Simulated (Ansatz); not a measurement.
Mulliken charges of `Cl[C]1([GeH3])CO1` from PBE/def2-TZVPP in Ansatz (PBE0-D4/def2-TZVP geometry).

```json
{"atom": "Cl1", "x (Å)": "-1.011", "y (Å)": "-1.095", "z (Å)": "1.733", "charge (e)": "-0.137"}
{"atom": "C2", "x (Å)": "-0.436", "y (Å)": "-0.054", "z (Å)": "0.416", "charge (e)": "0.112"}
{"atom": "Ge3", "x (Å)": "1.503", "y (Å)": "-0.197", "z (Å)": "0.119", "charge (e)": "0.112"}
{"atom": "C4", "x (Å)": "-1.402", "y (Å)": "0.298", "z (Å)": "-0.621", "charge (e)": "-0.028"}
{"atom": "O5", "x (Å)": "-1.000", "y (Å)": "1.222", "z (Å)": "0.386", "charge (e)": "-0.240"}
{"atom": "H6", "x (Å)": "2.221", "y (Å)": "0.303", "z (Å)": "1.376", "charge (e)": "0.012"}
{"atom": "H7", "x (Å)": "1.839", "y (Å)": "0.682", "z (Å)": "-1.094", "charge (e)": "-0.009"}
{"atom": "H8", "x (Å)": "1.851", "y (Å)": "-1.664", "z (Å)": "-0.160", "charge (e)": "0.007"}
{"atom": "H9", "x (Å)": "-2.417", "y (Å)": "-0.074", "z (Å)": "-0.522", "charge (e)": "0.091"}
{"atom": "H10", "x (Å)": "-1.064", "y (Å)": "0.529", "z (Å)": "-1.628", "charge (e)": "0.079"}
```

Task: By hand: the dipole of these point charges (1 e Å = 4.8032 D).

Result: Σ q r = (0.256, -0.159, -0.404) e Å, of length 0.504 e Å = 2.42 D.

Task: How does the dipole of the full density compare? (Best estimate.)

Result: Ansatz gave: (0.092, -0.078, -0.387) e Å, 1.95 D; the point charges give 1.24 times that, at 20° from its direction.

Point charges leave out the atoms' own dipoles, such as those of lone pairs, and Mulliken's split depends on the basis, so the two needn't agree.
